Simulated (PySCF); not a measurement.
Cl3HSi, charge -1, multiplicity 2. Atoms are numbered in the order given.

```xyz
5

Si     0.1444    -0.3246     0.0000
Cl    -0.0300     1.8416     0.0000
Cl    -0.0923    -0.7722    -2.2750
Cl    -0.0923    -0.7722     2.2750
H      1.6287    -0.5089     0.0000
```
Charge -1, spin multiplicity 2.

The structure is a stationary point at B3LYP-D3(BJ)/def2-SVPD. The multiplicity is an assumed one; other spin states were not compared. The isomer is the one that the SMILES or the coordinates give; other isomers of the formula were not compared.

The numbers are results of B3LYP-D3(BJ)/def2-SVPD (PySCF 2.14.0), not measurements.

Frequencies are harmonic and unscaled.

Computed normal modes with their intensities:
```tsv
mode	ν (cm⁻¹)	IR (km/mol)	moving atoms (share of kinetic energy)
1	84	0.3	Cl 81 %, Si 17 %
2	137	8.4	Cl 98 %
3	184	3.2	Si 64 %, Cl 31 %
4	240	8.9	Cl 91 %, Si 9 %
5	316	390.5	Si 75 %, Cl 24 %
6	434	105.5	Si 57 %, Cl 42 %
7	712	54.4	H 93 %
8	836	118.9	H 97 %
9	2153	124.0	H 96 %
```
